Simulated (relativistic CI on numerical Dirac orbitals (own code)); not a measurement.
**What each ingredient does to the levels of Te²⁶⁺**

Base calculation: Dirac-Coulomb-Breit CI, orbitals from a KLI potential per configuration, QED by a radiative potential, unscaled Slater integrals.

Configuration list (outside the closed core [Ne]): 3s2 3p6 3d8, 3s2 3p5 3d9, 3s2 3p4 3d10, 3s 3p6 3d9, 3p6 3d10, 3s 3p5 3d10, 3s2 3p6 3d7 4s, 3s2 3p6 3d7 4p, 3s2 3p6 3d7 4d, 3s2 3p4 3d9 4s, 3s2 3p6 3d7 4f, 3s2 3p5 3d8 4s, 3s2 3p4 3d9 4p, 3s2 3p6 3d6 4s2, 3s2 3p5 3d8 4p, 3s2 3p4 3d9 4d, 3s 3p5 3d9 4s, 3s2 3p6 3d6 4s 4p, 3s2 3p6 3d7 5s, 3s 3p5 3d9 4p, 3s2 3p5 3d8 4d, 3s2 3p6 3d6 4p2, 3s 3p6 3d8 4s, 3s2 3p6 3d7 5p, 3s2 3p6 3d6 4s 4d, 3s 3p5 3d9 4d, 3s2 3p6 3d7 5d, 3p6 3d9 4s, 3s2 3p6 3d6 4p 4d, 3s 3p6 3d8 4p, 3s2 3p5 3d8 4f, 3s2 3p5 3d7 4s2, 3s2 3p6 3d7 5f, 3s2 3p6 3d7 5g, 3p6 3d9 4p, 3s2 3p5 3d7 4s 4p. Levels of other configurations are missing.

The lowest level and the first level of each name with at least 55 % of one term (blank where a level has no safe partner in the second run):

```tsv
Level	Base (cm⁻¹)	Shift (cm⁻¹)
3s2 3p6 3d8 3F_4	0	0
3s2 3p6 3d8 3F_3	82678	+470
3s2 3p6 3d8 3P_0	120918	-9447
3s2 3p6 3d8 3P_1	152486	-6130
3s2 3p6 3d8 1G_4	164849	-8276
3s2 3p6 3d8 1S_0	333718	-16511
3s2 3p5 3d9 3F°_4	1848197	+5495
3s2 3p5 3d9 1D°_2	1888309	+2897
3s2 3p5 3d9 3D°_3	1951104	-1230
3s2 3p5 3d9 3P°_1	2010994	-6738
3s2 3p5 3d9 3P°_0	2041038	-4308
3s2 3p5 3d9 3D°_1	2071384	-9056
3s2 3p5 3d9 3F°_2	2387636	+3110
3s2 3p5 3d9 1F°_3	2453736	-15222
```

At this charge energies of transitions that change n are usually good to better than 1 %, and those within a shell (Δn = 0) to a few per cent. Terms inside the open d or f shell come out 10 to 20 % too wide with unscaled integrals.

Task: One thing was changed in a second run, which moved the levels as shown. Which?
A. Breit term removed
B. QED terms removed
C. one mean potential for all configurations
D. valence Slater integrals scaled by 0.9
E. configuration mixing switched off

Result: D. Valence Slater integrals scaled by 0.9. Scaling acts on the splittings between terms and on the mixing, and leaves the fine structure of pure LS terms nearly alone; in jj coupling it moves the levels of one term differently.

LS names give the leading component of a level, which can be under half, so a name can repeat, a term be missing and a line seem to break the LS rules.
